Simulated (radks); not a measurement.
Valence configurations of the neodymium ion Nd+ (all share [Xe]). Method: scalar-relativistic Kohn-Sham, r2SCAN, spin-polarised, spherical densities, finite nucleus; open shells are filled with parallel spins first (spin-orbit coupling, left out, can overturn this in heavy ions); meta-GGA in the generalised Kohn-Sham scheme; Fermi nuclear charge, rms radius 4.9123 fm; computed with a radial shooting solver on a logarithmic mesh with Libxc functionals. Energies are relative to 4f4 6s1; eigenvalues in eV for spin up.

4f4 6s1: E (eV) 0.000; moment (Bohr magnetons) 5; e(4f) -8.401; e(6s) -8.668
4f4 6p1: E (eV) 3.030; moment (Bohr magnetons) 5; e(4f) -9.527; e(6p) -6.088
4f4 5d0.5 6s0.5: E (eV) 0.566; moment (Bohr magnetons) 5; e(4f) -7.486; e(5d) -6.934; e(6s) -7.971
4f4 5d1: E (eV) 1.061; moment (Bohr magnetons) 5; e(4f) -6.552; e(5d) -6.300
4f3 6s1 6p1: E (eV) 6.294; moment (Bohr magnetons) 5; e(4f) -17.145; e(6p) -7.250; e(6s) -10.941
4f5: E (eV) 2.107; moment (Bohr magnetons) 5; e(4f) -3.108
4f3 5d1 6s1: E (eV) 2.779; moment (Bohr magnetons) 5; e(4f) -13.770; e(5d) -9.044; e(6s) -9.401
4f3.5 6s1.5: E (eV) 1.378; moment (Bohr magnetons) 4; e(4f) -12.155; e(6s) -9.306
4f2 5d1 6s1 6p1: E (eV) 14.678; moment (Bohr magnetons) 5; e(4f) -23.518; e(5d) -12.825; e(6p) -7.537; e(6s) -11.587
4f3 6s2: E (eV) 3.992; moment (Bohr magnetons) 3; e(4f) -16.238; e(6s) -9.822

NIST lists [Xe] 4f4 6s1 as the ground configuration; this level of theory agrees among the configurations tried. The energies are those of spherical high-spin densities, not of single terms.
